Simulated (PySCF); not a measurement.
Gas-phase reaction: 3 GaH + CH4 + 2 C4H10 (isobutane) → 3 Ga(CH3)3

Energies from PySCF, thermal terms from the rigid-rotor harmonic-oscillator model, ideal gas at 1 bar. † marks an energy on the PBE0/def2-TZVP geometry and frequencies; other levels use their own. MP2 freezes the core. All species are closed-shell singlets. Ga: all electrons, no relativistic terms. Methyl groups turn as free rotors in Ga(CH3)3. GaH: computed as isolated molecules; such fragments, hydroxides, amides, oligomers or adducts are transient or little studied in the gas. MP2 isn't extrapolated to the basis-set limit; its ΔH°(298 K) is -351.4 kJ in def2-SVP and -460.1 kJ in def2-TZVPP. The harmonic model lacks anharmonicity and excited electronic states, which grow with temperature; levels with a mode under 35 cm⁻¹ are left out. Internal rotation in C4H10 (isobutane) is treated as a harmonic vibration of one conformer, which makes the entropy rough.

```csv
level,"ΔE electronic, kJ","ΔH°(298 K), kJ","ΔS°(298 K), J/K","ΔG°(1000 K), kJ"
M06-2X/def2-TZVP†,-368,-374,-303,-83
MP2/def2-SVP†,-345,-351,-303,-60
MP2/def2-TZVPP†,-454,-460,-303,-169
PBE/def2-SVP,-302,-308,-297,-23
PBE/def2-TZVP†,-338,-345,-303,-54
PBE0/def2-SVP†,-324,-330,-303,-39
ωB97M-V/def2-TZVP†,-336,-342,-303,-51
```
ΔH° is lowest at MP2/def2-TZVPP† and highest at PBE/def2-SVP. No reference value is set beside these.
